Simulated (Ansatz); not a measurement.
C₃H₃N₂ (SMILES [c]1cnc[nH]1), doublet, at a GFN2-xTB geometry; WB97X/STO-3G (Ansatz, a quantum-chemistry and plane-wave program).

Here is a job for Ansatz.
Ansatz 0.2 input:
```yaml
crystal:
  periodic: [false, false, false]
  atoms:
    - {symbol: C, position_ang: [0.27236014, -1.00195734, 0.56516932]}
    - {symbol: C, position_ang: [1.19099687, -0.19044326, -0.01759859]}
    - {symbol: N, position_ang: [0.51940717, 0.85249222, -0.56329251]}
    - {symbol: C, position_ang: [-0.75970702, 0.68408123, -0.32290162]}
    - {symbol: N, position_ang: [-0.96357796, -0.45087572, 0.37351811]}
    - {symbol: H, position_ang: [2.25307636, -0.28200407, -0.07977545]}
    - {symbol: H, position_ang: [-1.53106846, 1.35703366, -0.63791490]}
    - {symbol: H, position_ang: [-1.83471236, -0.83642890, 0.69809648]}
basis:
  gaussian:
    orbitals: STO-3G
hamiltonian:
  xc: {name: wB97X}
magnetization: {spin_polarized: true, initial_magnetization: 1}
```

The log (banner, timings and long lists left out):

```
Functional definition: wB97X
396 factors; integrals over basis functions are off by at most 4.7e-5 eV
137 factors; integrals over basis functions are off by at most 1.9e-6 eV
mean field evaluation 1: about -6055.3835 eV, gradient 1.6e1 eV
mean field evaluation 2: about -6055.7908 eV, gradient 1.7e1 eV
mean field evaluation 4: about -6057.2990 eV, gradient 1.2e0 eV
mean field evaluation 8: about -6057.2561 eV, gradient 1.0e-1 eV
mean field evaluation 16: about -6057.2566 eV, gradient 8.5e-4 eV
mean field -6057.25657455 eV, -222.6000733587 hartree, gradient 4.6e-5 eV, S^2 0.765087; 0 other end points of the search recorded, 0 dependent functions left out
reference -6057.25656000 eV, -222.6000728241 hartree; 18, 17 occupied and 10, 11 virtual orbitals, 396 factors
Total energy: -6057.25656000 eV, -222.6000728241 hartree
```
